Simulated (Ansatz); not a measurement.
Cost and result for the atomization energy of `C[N](C)[In]([F])[SH]` (13 atoms, 12 bonds).

```json
{"atom": "C1", "x (Å)": "1.722", "y (Å)": "-0.090", "z (Å)": "0.034"}
{"atom": "N2", "x (Å)": "0.303", "y (Å)": "-0.191", "z (Å)": "-0.197"}
{"atom": "C3", "x (Å)": "-0.054", "y (Å)": "-1.090", "z (Å)": "-1.262"}
{"atom": "In4", "x (Å)": "-1.007", "y (Å)": "0.837", "z (Å)": "0.886"}
{"atom": "F5", "x (Å)": "-0.131", "y (Å)": "1.948", "z (Å)": "2.236"}
{"atom": "S6", "x (Å)": "-3.360", "y (Å)": "0.962", "z (Å)": "0.842"}
{"atom": "H7", "x (Å)": "1.937", "y (Å)": "0.602", "z (Å)": "0.850"}
{"atom": "H8", "x (Å)": "2.156", "y (Å)": "-1.066", "z (Å)": "0.297"}
{"atom": "H9", "x (Å)": "2.249", "y (Å)": "0.271", "z (Å)": "-0.862"}
{"atom": "H10", "x (Å)": "0.389", "y (Å)": "-0.777", "z (Å)": "-2.220"}
{"atom": "H11", "x (Å)": "0.296", "y (Å)": "-2.114", "z (Å)": "-1.062"}
{"atom": "H12", "x (Å)": "-1.137", "y (Å)": "-1.135", "z (Å)": "-1.401"}
{"atom": "H13", "x (Å)": "-3.365", "y (Å)": "1.843", "z (Å)": "1.858"}
```

Total charge 0; spin multiplicity 1. Correlated methods include outer-core shells of In, which these sets cover unevenly. In takes the def2 core potential. Geometry: relaxed with PBE0-D4/def2-TZVP. It is one conformer, not always the lowest. Program: Ansatz. All runs use 2 threads of an AMD EPYC 7R13 on a shared host and a share of an NVIDIA H100 80 GB. Times are those of one run each, without the atoms' runs, and a repeat can differ threefold. Electronic energies, without spin–orbit coupling; frozen cores. CCSD(T)/CBS adds CCSD(T) − MP2 in def2-TZVPP to the MP2 limit, and its time is that of the two runs behind it. T1 = 0.015. With those shells the extrapolation isn't a true limit. B3LYP takes the VWN-RPA correlation (the form of Gaussian; ORCA's B3LYP/G).

CCSD(T)/CBS is a level of theory with its own doubt, some kJ/mol a heavy atom from the limit and from the frozen cores, so smaller differences don't rank the functionals.

| level | functions | wall time | atomization (kcal/mol) | difference from CCSD(T)/CBS | per bond |
| --- | --- | --- | --- | --- | --- |
| PBE-D4/def2-TZVPP (with forces) | 314 | 3.1 s | 1090.6 | 17.8 | 1.5 |
| B2PLYP/def2-TZVPP | 314 | 3.6 s | 1053.6 | -19.2 | -1.6 |
| PBE0-D4/def2-TZVPP | 314 | 3.7 s | 1068.2 | -4.6 | -0.4 |
| r2SCAN-D4/def2-TZVPP (with forces) | 314 | 3.7 s | 1068.7 | -4.1 | -0.3 |
| MP2/def2-QZVPP | 590 | 4.2 s | 1075.5 | 2.7 | 0.2 |
| B3LYP-D4/def2-TZVPP (with forces) | 314 | 5.5 s | 1064.3 | -8.5 | -0.7 |
| ωB97X-V/def2-TZVPP | 314 | 7 s | 1074.7 | 1.9 | 0.2 |
| CCSD(T)/def2-TZVPP | 314 | 8 s | 1040.1 | -32.7 | -2.7 |
| ωB97M-V/def2-TZVPP (with forces) | 314 | 9 s | 1072.1 | -0.7 | -0.1 |
| CCSD(T)/CBS(def2) | – | 12 s | 1072.8 | 0.0 | 0.0 |

From PBE to PBE0 (25 % exact exchange), in def2-TZVPP and without D4, the atomization energy moves by −21.4 kcal/mol: exact exchange takes away binding that semilocal exchange gives to molecules. The D4 term adds +10.9 kcal/mol with B3LYP and +5.8 kcal/mol with PBE0; it sums over pairs of atoms, weighted by their polarisabilities, and B3LYP, whose exchange is more repulsive, gets the larger term. In def2-TZVPP, CCSD(T) changes the Hartree–Fock value by +290.4 kcal/mol (the triples alone add +18.4 kcal/mol) and MP2 by +306.2 kcal/mol; breaking electron pairs costs correlation energy, which Hartree–Fock lacks.

Spin–orbit coupling would lower the free In atoms strongly, and the atomization energy with them, by more than many differences here.
